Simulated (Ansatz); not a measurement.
Input file for Ansatz (a first-principles code): R-PBE/def2-TZVPP on BH5N2O (SMILES NB(N)O), a point of a torsion scan.

Ansatz 0.2 input:
```yaml
crystal:
  periodic: [false, false, false]
  atoms:
    - {symbol: N, position_ang: [0.90953757, 0.94876731, -0.14484796]}
    - {symbol: B, position_ang: [0.09730537, -0.20854625, -0.12938794]}
    - {symbol: N, position_ang: [-1.30743726, -0.09139837, -0.12971795]}
    - {symbol: O, position_ang: [0.65158592, -1.47142900, 0.00263108]}
    - {symbol: H, position_ang: [1.91102055, 0.91426790, -0.10070814]}
    - {symbol: H, position_ang: [0.54427221, 1.88150176, -0.18242000]}
    - {symbol: H, position_ang: [-1.79542747, 0.77879349, -0.02887108]}
    - {symbol: H, position_ang: [-1.89281515, -0.89714569, -0.01243740]}
    - {symbol: H, position_ang: [1.27141730, -1.70756633, -0.68138497]}
basis:
  gaussian:
    orbitals: def2-TZVPP
hamiltonian:
  xc: {name: PBE}
scf: {lower_state_search: off}
```

Task: Give the final energy of this run.

Result: -212.5572 hartree.
